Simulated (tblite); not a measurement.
Species: C4H4F3N.
Atom-mapped SMILES: `[H]/[N:4]=[CH:3]\[C:2](=[CH2:1])[C:5]([F:6])([F:7])[F:8]` (hydrogens: H9, H10 on C1; H11 on C3; H12 on N4)

Computed with GFN2-xTB (tblite), gas phase: nudged elastic band of 9 images (0 to 8), spring 0.2 eV/Å², climbing image at the end, force threshold 0.05 eV/Å. No saddle search or frequency run followed, so the top image need not be a first-order saddle, and its height can exceed the method's true barrier by a kcal/mol or more.

The band describes a rotation about C2–C5 (fully substituted alkene carbon, CF3 carbon), followed by the dihedral C3–C2–C5–F7, from the optimised start (59°) to a second optimised geometry at 179°.

Question: How does the energy change from image to image?

Answer: 
```json
{"image": "0", "dihedral (°)": "59", "E (kcal/mol)": "0.00", "C2–C5 (Å)": "1.509", "C3···F7 (Å)": "2.97", "largest true force (eV/Å)": "0.01"}
{"image": "1", "dihedral (°)": "72", "E (kcal/mol)": "0.26", "C2–C5 (Å)": "1.510", "C3···F7 (Å)": "3.09", "largest true force (eV/Å)": "0.03"}
{"image": "2", "dihedral (°)": "87", "E (kcal/mol)": "0.83", "C2–C5 (Å)": "1.511", "C3···F7 (Å)": "3.24", "largest true force (eV/Å)": "0.05"}
{"image": "3", "dihedral (°)": "102", "E (kcal/mol)": "1.36", "C2–C5 (Å)": "1.512", "C3···F7 (Å)": "3.39", "largest true force (eV/Å)": "0.04"}
{"image": "4", "dihedral (°)": "119", "E (kcal/mol)": "1.61", "C2–C5 (Å)": "1.513", "C3···F7 (Å)": "3.53", "largest true force (eV/Å)": "0.04"}
{"image": "5", "dihedral (°)": "135", "E (kcal/mol)": "1.46", "C2–C5 (Å)": "1.513", "C3···F7 (Å)": "3.62", "largest true force (eV/Å)": "0.04"}
{"image": "6", "dihedral (°)": "150", "E (kcal/mol)": "0.97", "C2–C5 (Å)": "1.512", "C3···F7 (Å)": "3.68", "largest true force (eV/Å)": "0.04"}
{"image": "7", "dihedral (°)": "165", "E (kcal/mol)": "0.37", "C2–C5 (Å)": "1.510", "C3···F7 (Å)": "3.71", "largest true force (eV/Å)": "0.03"}
{"image": "8", "dihedral (°)": "179", "E (kcal/mol)": "0.00", "C2–C5 (Å)": "1.509", "C3···F7 (Å)": "3.71", "largest true force (eV/Å)": "0.01"}
```

Barriers of this band. The top is image 4 at 119°: 1.6 kcal/mol in either direction, as the ends lie within 0.002 eV of each other. The central bond is 0.004 Å longer at the top than at the start.

Question: What rate follows at 298 K for crossing this barrier forward?

Answer: Taking the electronic barrier for the free energy of activation (no zero-point or entropy terms, transmission 1), rate = (kT/h)·exp(−ΔE/kT) ≈ 4 × 10^11 s⁻¹, whose inverse is 2 × 10^-12 s. An error of 1 kcal/mol in the barrier changes this by a factor of 5, and the method and the loose band can each miss by that much or more. The barrier is only 2.7 kT, where transition-state theory is rough.

The cost below is that of the whole band run. Hardware: an AMD EPYC 7R43 with one thread, on a shared host. Cost: 2.1 s, 0.18 GiB resident at most.
